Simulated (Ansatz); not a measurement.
Geometry optimisation, RHF/def2-SVP in Ansatz.

Input:

```yaml
crystal:
  periodic: [false, false, false]
  atoms:
    - { symbol: Ta, position_ang: [0.0, 0.0, 0.0] }
    - { symbol: O, position_ang: [2.37, 0.0, 0.0] }
    - { symbol: H, position_ang: [2.7071, -0.5308, 0.7903] }
    - { symbol: F, position_ang: [0.0, 0.0, 1.93] }
    - { symbol: Cl, position_ang: [0.0, 0.0, -2.47] }
    - { symbol: Cl, position_ang: [-1.235, 2.139, 0.0] }
    - { symbol: Cl, position_ang: [-1.235, -2.139, 0.0] }
    - { symbol: "N", position_ang: [0.7757, -2.0318, -1.1497] }
    - { symbol: H, position_ang: [0.6234, -2.9825, -0.7064] }
    - { symbol: H, position_ang: [1.2623, -1.9565, -2.0884] }
    - { symbol: H, position_ang: [1.9581, -1.2192, -0.6899] }
basis:
  gaussian: { orbitals: def2-SVP }
hamiltonian:
  xc: hf
relax:
  f_tol: 0.15
  max_steps: 25
  restrain:
    - { distance: [0, 7], at: 3.36, k: 30.0 }
    - { distance: [10, 1], at: 2.21, k: 30.0 }
    - { distance: [0, 1], at: 2.02, k: 30.0 }
    - { distance: [10, 7], at: 1.06, k: 30.0 }
```

Command:

```bash
$ ansatz run input.yaml --threads 4 --pin off --max-ram 5120MiB --backend cpu --events-out ev --progress --plain --runs-dir out
```

Where does it end, and by what steps?

The run converged. The restraints hold the end off the free minimum; the threshold counts their pulls, which the force column leaves out. Restrained pairs: Ta1–N8 (2.46 → 3.36 Å), O2–H11 (1.46 → 2.22 Å), Ta1–O2 (2.37 → 1.96 Å), N8–H11 (1.51 → 1.02 Å). After 12 steps the energy has fallen by 6.555 eV (the restraints' own energy left out); N8 moved furthest, 0.96 Å.

```csv
step,energy less start (eV),largest force component (eV/Å),accepted
0,0.0000,7.356,yes
1,-1.5584,5.852,yes
2,-3.0002,4.778,yes
3,-4.2666,4.511,yes
4,-5.4158,2.444,yes
5,-6.0288,1.842,yes
6,-6.2633,2.096,yes
7,-6.3356,1.895,yes
8,-6.4267,1.879,yes
9,-6.5119,1.713,yes
10,-6.5194,1.955,yes
11,-6.5365,1.816,yes
12,-6.5555,1.848,yes
```

```xyz
11
Properties=species:S:1:pos:R:3
Ta -0.074 0.127 -0.087
O 1.882 0.253 -0.086
H 2.403 0.116 0.696
F 0.177 -0.510 1.669
Cl -0.022 0.507 -2.394
Cl -0.974 2.124 0.544
Cl -1.767 -1.456 -0.309
N 1.537 -2.619 -1.167
H 1.079 -2.996 -0.360
H 0.908 -2.492 -1.935
H 2.079 -1.775 -0.957
```

Time of the run: 55 s on 4 threads of Arm Neoverse N1 (shared host), peak memory 0.46 GiB.
